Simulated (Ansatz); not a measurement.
Steps of a relaxation of `O=C[SiH]1[BH][AlH]1` with RKS PBE0-D4/def2-TZVP.

```sh
$ ansatz run in.yaml --threads 2 --pin off --events-out ev --progress --plain --max-ram 4352MiB
```

```yaml
crystal:
  periodic: [false, false, false]
  atoms:
    - {symbol: O, position_ang: [1.489276, 2.265965, -0.048865]}
    - {symbol: C, position_ang: [0.875041, 1.239500, -0.076366]}
    - {symbol: Si, position_ang: [0.807119, -0.376386, -1.039657]}
    - {symbol: B, position_ang: [-0.534118, -1.472324, -0.312570]}
    - {symbol: Al, position_ang: [-1.240290, -0.211898, 1.121022]}
    - {symbol: H, position_ang: [-0.051526, 1.142117, 0.827784]}
    - {symbol: H, position_ang: [1.830344, -0.372444, -2.142294]}
    - {symbol: H, position_ang: [-0.889618, -2.582169, -0.637949]}
    - {symbol: H, position_ang: [-2.197828, 0.321541, 2.291895]}
basis:
  gaussian: {orbitals: def2-TZVP}
hamiltonian: {xc: pbe0, dispersion: d4}
relax: {f_tol: 0.005, max_steps: 150}
```

Positions (Å) and forces (eV/Å) along the path, 12 of 12 steps:

```xyz
9
step=1 energy=-18288.4734 eV
O     1.489    2.266   -0.049   -0.861   -1.308    0.034
C     0.875    1.240   -0.076    0.454    0.846    0.093
Si    0.807   -0.376   -1.040   -0.082    0.066    0.124
B    -0.534   -1.472   -0.313    0.063   -0.128   -0.161
Al   -1.240   -0.212    1.121    0.045    0.002   -0.072
H    -0.052    1.142    0.828    0.287    0.126   -0.222
H     1.830   -0.372   -2.142   -0.222   -0.001    0.246
H    -0.890   -2.582   -0.638    0.148    0.451    0.128
H    -2.198    0.322    2.292    0.168   -0.054   -0.169
9
step=2 energy=-18288.5170 eV
O     1.455    2.245   -0.039   -0.051   -0.088    0.016
C     0.857    1.226   -0.063   -0.134   -0.059    0.048
Si    0.797   -0.379   -1.027   -0.041   -0.003    0.052
B    -0.533   -1.479   -0.320    0.048    0.003   -0.048
Al   -1.218   -0.208    1.096    0.010   -0.035   -0.033
H    -0.052    1.151    0.834    0.141    0.032   -0.114
H     1.813   -0.371   -2.116   -0.037    0.011    0.056
H    -0.884   -2.574   -0.645    0.037    0.137    0.041
H    -2.146    0.342    2.262    0.026    0.002   -0.018
9
step=3 energy=-18288.5202 eV
O     1.447    2.234   -0.031    0.045    0.135   -0.050
C     0.839    1.222   -0.069   -0.060   -0.170    0.154
Si    0.795   -0.381   -1.026   -0.017    0.025   -0.005
B    -0.531   -1.477   -0.322   -0.004    0.019   -0.022
Al   -1.213   -0.210    1.092   -0.018   -0.026   -0.015
H    -0.052    1.148    0.829    0.047    0.033   -0.075
H     1.816   -0.368   -2.104    0.003    0.001   -0.006
H    -0.883   -2.564   -0.645   -0.002   -0.025    0.012
H    -2.128    0.350    2.259    0.006    0.006    0.008
9
step=4 energy=-18288.5214 eV
O     1.433    2.237   -0.038    0.105    0.084   -0.003
C     0.843    1.213   -0.057   -0.147   -0.031    0.008
Si    0.795   -0.383   -1.023    0.039    0.019   -0.005
B    -0.534   -1.476   -0.327    0.005   -0.001    0.018
Al   -1.214   -0.211    1.087   -0.019   -0.030    0.013
H    -0.048    1.146    0.828    0.032    0.010   -0.003
H     1.816   -0.364   -2.101    0.020   -0.010   -0.017
H    -0.884   -2.563   -0.646   -0.034   -0.052   -0.019
H    -2.120    0.356    2.257   -0.001    0.009    0.006
9
step=5 energy=-18288.5215 eV
O     1.435    2.236   -0.045    0.089    0.105    0.012
C     0.835    1.217   -0.053   -0.133   -0.059    0.014
Si    0.799   -0.379   -1.022   -0.029   -0.020    0.037
B    -0.534   -1.477   -0.336    0.026   -0.010   -0.007
Al   -1.224   -0.232    1.085    0.049    0.088    0.014
H    -0.050    1.160    0.828    0.015   -0.050   -0.037
H     1.827   -0.366   -2.093    0.014   -0.006   -0.014
H    -0.895   -2.564   -0.642   -0.006   -0.048   -0.044
H    -2.104    0.358    2.261   -0.025    0.000    0.025
9
step=6 energy=-18288.5228 eV
O     1.438    2.238   -0.040    0.014    0.021   -0.003
C     0.834    1.219   -0.056   -0.024   -0.030    0.006
Si    0.796   -0.380   -1.021    0.007    0.006   -0.001
B    -0.534   -1.479   -0.332   -0.001   -0.002   -0.002
Al   -1.218   -0.222    1.088   -0.003    0.011    0.008
H    -0.049    1.156    0.824   -0.003    0.000   -0.001
H     1.824   -0.367   -2.095    0.001   -0.004   -0.002
H    -0.892   -2.567   -0.648    0.004   -0.002   -0.006
H    -2.111    0.357    2.263    0.004    0.000    0.000
9
step=7 energy=-18288.5229 eV
O     1.436    2.237   -0.041    0.000    0.004    0.002
C     0.830    1.219   -0.057    0.006   -0.005   -0.010
Si    0.797   -0.381   -1.021   -0.004    0.010    0.010
B    -0.538   -1.476   -0.336   -0.003    0.001    0.002
Al   -1.218   -0.221    1.088    0.007   -0.010   -0.012
H    -0.058    1.162    0.817   -0.004   -0.003    0.000
H     1.833   -0.373   -2.086    0.001   -0.001    0.000
H    -0.893   -2.565   -0.653   -0.001   -0.001    0.000
H    -2.101    0.352    2.273   -0.003    0.005    0.008
9
step=8 energy=-18288.5229 eV
O     1.433    2.239   -0.042    0.003    0.000   -0.004
C     0.829    1.221   -0.060   -0.005    0.004    0.010
Si    0.798   -0.381   -1.019    0.004   -0.003   -0.002
B    -0.542   -1.475   -0.340   -0.002    0.000    0.002
Al   -1.217   -0.223    1.089   -0.008    0.007    0.003
H    -0.063    1.163    0.812    0.000   -0.001   -0.002
H     1.840   -0.378   -2.079    0.001   -0.001   -0.003
H    -0.896   -2.564   -0.658    0.001    0.001    0.000
H    -2.093    0.352    2.280    0.006   -0.006   -0.004
9
step=9 energy=-18288.5230 eV
O     1.433    2.239   -0.043   -0.002   -0.004   -0.001
C     0.827    1.222   -0.061    0.002    0.008    0.005
Si    0.799   -0.381   -1.018   -0.001   -0.005   -0.003
B    -0.545   -1.473   -0.343    0.000    0.002    0.001
Al   -1.219   -0.222    1.087   -0.001    0.001    0.005
H    -0.068    1.167    0.807   -0.001   -0.001   -0.002
H     1.845   -0.382   -2.073    0.000    0.000    0.000
H    -0.898   -2.563   -0.660    0.000    0.001    0.000
H    -2.086    0.347    2.287    0.002   -0.003   -0.004
9
step=10 energy=-18288.5230 eV
O     1.433    2.240   -0.044   -0.003   -0.005    0.002
C     0.826    1.222   -0.062    0.005    0.010   -0.003
Si    0.799   -0.381   -1.018   -0.003   -0.005    0.000
B    -0.547   -1.472   -0.345    0.002    0.002   -0.001
Al   -1.218   -0.223    1.088    0.000   -0.001   -0.003
H    -0.072    1.170    0.802   -0.001   -0.002    0.001
H     1.850   -0.385   -2.069   -0.001    0.001    0.001
H    -0.900   -2.561   -0.662    0.000    0.000    0.001
H    -2.082    0.344    2.292    0.000    0.000    0.001
9
step=11 energy=-18288.5230 eV
O     1.433    2.240   -0.044   -0.002   -0.002    0.000
C     0.826    1.223   -0.062    0.005    0.004    0.002
Si    0.799   -0.381   -1.018   -0.002   -0.004   -0.001
B    -0.547   -1.471   -0.345    0.002    0.001   -0.002
Al   -1.219   -0.223    1.088    0.001    0.000   -0.001
H    -0.073    1.170    0.802   -0.002    0.000    0.000
H     1.851   -0.385   -2.068   -0.001    0.000    0.001
H    -0.900   -2.561   -0.662    0.000    0.000    0.000
H    -2.081    0.343    2.292    0.000    0.000    0.001
9
step=12 energy=-18288.5230 eV
O     1.432    2.240   -0.044    0.001    0.000    0.000
C     0.826    1.222   -0.062   -0.002    0.002    0.000
Si    0.799   -0.381   -1.018    0.000   -0.002   -0.001
B    -0.547   -1.471   -0.345    0.001    0.000   -0.001
Al   -1.219   -0.223    1.088    0.001    0.002    0.002
H    -0.073    1.170    0.802    0.000    0.000    0.001
H     1.850   -0.385   -2.068    0.000    0.000    0.000
H    -0.900   -2.561   -0.662    0.000    0.000   -0.001
H    -2.081    0.343    2.292    0.000    0.000    0.000
```

It took 59 s on 2 threads of an Arm Neoverse V2 on a shared host, with 0.47 GiB of host memory at the peak.
